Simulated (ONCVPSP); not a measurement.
## Scattering properties, ONCV potential for Mg (Z = 12)

| Property | Result |
| --- | --- |
| Element | magnesium (Mg) |
| Generator | ONCVPSP 4.0.1 |
| Type | optimised norm-conserving Vanderbilt (ONCV) |
| Functional | PBE |
| Relativity | scalar-relativistic |
| Frozen core | [He] |
| Valence charge | 10 |
| Reference configuration | 2s2 2p6 3s2 |
| Partial waves | 2s+3s: rc 1.00 bohr, ncon 4, nbas 9, qcut 14.7 1/bohr, 2 projectors; 2p: rc 1.15 bohr, ncon 3, nbas 7, qcut 14.1 1/bohr, 1 projector |
| Local potential | polynomial inside 0.90 bohr (lpopt 5, dvloc0 1 Ha) |
| Core correction | Teter function, fcfact 4.75, rcfact 1.35 |

The phase is arctan(r·R′/R) of the radial function R(r), unwrapped; energies in Ha, scanned from -4 to 5 Ha. A pole is an energy at which the radial function vanishes at the test radius. The pseudo phase is shifted by a multiple of π to meet the all-electron one at the reference energy, and phase errors are pseudo minus all-electron; the curves can meet again beyond the range given. Levels narrower than the energy grid can be missing from the lists of poles.

| channel | radius (bohr) | reference energy (Ha) | poles, all-electron | poles, pseudo | unbroken range about the reference energy with phases within 0.05 rad | phase error 1 Ha above the reference energy (rad) |
| --- | --- | --- | --- | --- | --- | --- |
| s | 1.02 | -0.17 | -1.34 | -1.34 | the whole range | +0.000 |
| p | 1.17 | -1.71 | -0.98 | -0.97 | below 1.1 | +0.006 |

Phases in the p channel:

```json
{"E (Ha)": "-3.98", "all-electron": "0.966", "pseudo": "0.972"}
{"E (Ha)": "-3.74", "all-electron": "0.904", "pseudo": "0.911"}
{"E (Ha)": "-3.50", "all-electron": "0.822", "pseudo": "0.830"}
{"E (Ha)": "-3.26", "all-electron": "0.708", "pseudo": "0.718"}
{"E (Ha)": "-3.02", "all-electron": "0.542", "pseudo": "0.555"}
{"E (Ha)": "-2.78", "all-electron": "0.295", "pseudo": "0.309"}
{"E (Ha)": "-2.54", "all-electron": "-0.062", "pseudo": "-0.049"}
{"E (Ha)": "-2.30", "all-electron": "-0.487", "pseudo": "-0.479"}
{"E (Ha)": "-2.06", "all-electron": "-0.862", "pseudo": "-0.860"}
{"E (Ha)": "-1.82", "all-electron": "-1.129", "pseudo": "-1.129"}
{"E (Ha)": "-1.58", "all-electron": "-1.311", "pseudo": "-1.310"}
{"E (Ha)": "-1.34", "all-electron": "-1.438", "pseudo": "-1.437"}
{"E (Ha)": "-1.10", "all-electron": "-1.532", "pseudo": "-1.530"}
{"E (Ha)": "-0.86", "all-electron": "-1.607", "pseudo": "-1.603"}
{"E (Ha)": "-0.62", "all-electron": "-1.670", "pseudo": "-1.663"}
{"E (Ha)": "-0.38", "all-electron": "-1.726", "pseudo": "-1.716"}
{"E (Ha)": "-0.14", "all-electron": "-1.777", "pseudo": "-1.764"}
{"E (Ha)": "0.10", "all-electron": "-1.827", "pseudo": "-1.810"}
{"E (Ha)": "0.34", "all-electron": "-1.877", "pseudo": "-1.854"}
{"E (Ha)": "0.58", "all-electron": "-1.929", "pseudo": "-1.900"}
{"E (Ha)": "0.82", "all-electron": "-1.985", "pseudo": "-1.948"}
{"E (Ha)": "1.06", "all-electron": "-2.048", "pseudo": "-2.000"}
{"E (Ha)": "1.30", "all-electron": "-2.120", "pseudo": "-2.057"}
{"E (Ha)": "1.54", "all-electron": "-2.204", "pseudo": "-2.122"}
{"E (Ha)": "1.78", "all-electron": "-2.305", "pseudo": "-2.197"}
{"E (Ha)": "2.02", "all-electron": "-2.428", "pseudo": "-2.284"}
{"E (Ha)": "2.26", "all-electron": "-2.578", "pseudo": "-2.389"}
{"E (Ha)": "2.50", "all-electron": "-2.759", "pseudo": "-2.514"}
{"E (Ha)": "2.74", "all-electron": "-2.969", "pseudo": "-2.663"}
{"E (Ha)": "2.98", "all-electron": "-3.195", "pseudo": "-2.836"}
{"E (Ha)": "3.22", "all-electron": "-3.417", "pseudo": "-3.029"}
{"E (Ha)": "3.46", "all-electron": "-3.618", "pseudo": "-3.231"}
{"E (Ha)": "3.70", "all-electron": "-3.789", "pseudo": "-3.428"}
{"E (Ha)": "3.94", "all-electron": "-3.928", "pseudo": "-3.606"}
{"E (Ha)": "4.18", "all-electron": "-4.040", "pseudo": "-3.760"}
{"E (Ha)": "4.42", "all-electron": "-4.131", "pseudo": "-3.889"}
{"E (Ha)": "4.66", "all-electron": "-4.206", "pseudo": "-3.995"}
{"E (Ha)": "4.90", "all-electron": "-4.267", "pseudo": "-4.083"}
```
